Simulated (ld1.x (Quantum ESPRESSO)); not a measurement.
Logarithmic derivatives: Ga, TM

| Property | Result |
| --- | --- |
| Element | gallium |
| Generator | ld1.x (Quantum ESPRESSO) 7.5 |
| Type | norm-conserving Troullier–Martins (Kleinman–Bylander form) |
| Functional | PBE |
| Relativity | scalar-relativistic |
| Frozen core | [Ar] 3d10 |
| Valence charge | 3 |
| Reference configuration | 4s2 4p1 |
| Partial waves | 4s (bound): rc 1.35 bohr; 4d channel at 0.4 Ry: rc 1.85 bohr; 4p (bound): rc 1.85 bohr |
| Local potential | the p channel |
| Core correction | Bessel-smoothed model core inside 0.65 bohr |

The phase is arctan(r·u′/u) with u = r·R(r), unwrapped; energies in Ry, scanned from -3 to 5 Ry. A pole is an energy at which the radial function vanishes at the test radius. The pseudo phase is shifted by a multiple of π to meet the all-electron one at the reference energy, and phase errors are pseudo minus all-electron; the curves can meet again beyond the range given. Levels narrower than the energy grid can be missing from the lists of poles.

| channel | radius (bohr) | reference energy (Ry) | poles, all-electron | poles, pseudo | unbroken range about the reference energy with phases within 0.05 rad | phase error 1 Ry above the reference energy (rad) |
| --- | --- | --- | --- | --- | --- | --- |
| s | 2.01 | -0.66 | 2.71 | 3.11 | below 4.9 | +0.010 |
| p | 2.01 | -0.19 | 4.21 | 3.78 | below 5.0 | -0.014 |
| d | 2.01 | 0.40 | -1.25 | -1.72 | -0.9 to 2.0 | -0.013 |

Note: ghost states, extra bound levels that the all-electron valence spectrum of the same l lacks: s at -282.7 eV, d at -26.3 eV. A true bound ghost makes a file unfit for plane-wave use.

Phases in the p channel:

| E (Ry) | all-electron | pseudo |
| --- | --- | --- |
| -3.00 | 1.248 | 1.244 |
| -2.52 | 1.213 | 1.209 |
| -2.04 | 1.165 | 1.162 |
| -1.56 | 1.098 | 1.095 |
| -1.08 | 0.994 | 0.992 |
| -0.60 | 0.819 | 0.818 |
| -0.12 | 0.491 | 0.491 |
| 0.36 | -0.092 | -0.097 |
| 0.84 | -0.704 | -0.718 |
| 1.32 | -1.063 | -1.081 |
| 1.80 | -1.254 | -1.273 |
| 2.28 | -1.367 | -1.387 |
| 2.76 | -1.441 | -1.464 |
| 3.24 | -1.494 | -1.520 |
| 3.72 | -1.536 | -1.566 |
| 4.20 | -1.570 | -1.606 |
| 4.68 | -1.600 | -1.644 |
